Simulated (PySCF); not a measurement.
PySCF job for phosphoric acid anion (H3O4P), SMILES O=P(O)(O)O (connectivity only; charge and spin as stated), charge -1, multiplicity 2, C-PCM-ωB97X/def2-SVPD. Geometry: B3LYP-D3(BJ)/def2-SVPD. The spin state was assumed, not searched. The values are those of a single conformer.

```python
import numpy as np
from pyscf import gto, scf, dft
from pyscf.solvent import pcm

mol = gto.M(
    atom='''
    O     0.60103515    0.18362977    1.37240248
    P    -0.18960687   -0.06717927   -0.09525639
    O     0.69921777   -0.14465448   -1.34697663
    O    -0.39153174   -1.79187171    0.29215873
    O    -0.57882077    1.76393829   -0.12491613
    H     0.65029699    1.14672109    1.44743769
    H    -0.11427050   -2.22170065   -0.52902594
    H    -0.33112676    1.99433376   -1.03091371
    ''',
    basis='def2-SVPD',
    charge=-1,
    spin=1,
    max_memory=1600,
    verbose=3,
)
mf = dft.UKS(mol, xc='wb97x').density_fit(auxbasis='def2-universal-jkfit')
mf.grids.level = 3
mf.conv_tol = 1e-9
mf.max_cycle = 100
mf.kernel()
fine, coarse = mf.grids, dft.Grids(mol).set(level=1).build(with_non0tab=True)
for _ in range(3):  # follow internal instabilities
    mf.grids = coarse
    mo, _, stable, _ = mf.stability(return_status=True, nroots=4)
    mf.grids = fine
    if stable:
        break
    mf.kernel(mf.make_rdm1(mo, mf.mo_occ))
res = {}
for name, eps in {'water': 78.355, 'toluene': 2.3741, 'acetone': 20.493}.items():
    s = mf.PCM()
    s.with_solvent.method, s.with_solvent.eps, s.with_solvent.lebedev_order = 'C-PCM', eps, 17
    s.kernel(mf.make_rdm1())
    res[name] = (s.e_tot, eps, s.dip_moment(), s.mo_energy, s.converged)
    print(f'{name}: electrostatic solvation free energy {(s.e_tot - mf.e_tot) * 627.509474:.3f} kcal/mol')
```

Program output:

```

WARN: HOMO -0.181223593755057 >= LUMO -0.181223593755056

converged SCF energy = -643.748070086454  <S^2> = 0.75446219  2S+1 = 2.0044572
<class 'pyscf.df.df_jk.DFUKS'> wavefunction is stable in the internal stability analysis

WARN: PCM is an experimental feature. It is still in testing.
Features and APIs may be changed in the future.

converged SCF energy = -643.847862266826  <S^2> = 0.75451896  2S+1 = 2.0045139

WARN: System has nonzero charge -1; the dipole moment is origin-dependent.
Location of origin: [0. 0. 0.]

Dipole moment(X, Y, Z, Debye): -0.35726,  1.07172,  0.12148
water: electrostatic solvation free energy -62.621 kcal/mol

WARN: PCM is an experimental feature. It is still in testing.
Features and APIs may be changed in the future.

converged SCF energy = -643.805983217052  <S^2> = 0.75447174  2S+1 = 2.0044668

WARN: System has nonzero charge -1; the dipole moment is origin-dependent.
Location of origin: [0. 0. 0.]

Dipole moment(X, Y, Z, Debye): -0.28076,  0.90093,  0.14061
toluene: electrostatic solvation free energy -36.341 kcal/mol

WARN: PCM is an experimental feature. It is still in testing.
Features and APIs may be changed in the future.

converged SCF energy = -643.844130469067  <S^2> = 0.75451329  2S+1 = 2.0045082

WARN: System has nonzero charge -1; the dipole moment is origin-dependent.
Location of origin: [0. 0. 0.]

Dipole moment(X, Y, Z, Debye): -0.34961,  1.05463,  0.12356
acetone: electrostatic solvation free energy -60.279 kcal/mol
```

Self-consistency was reached.
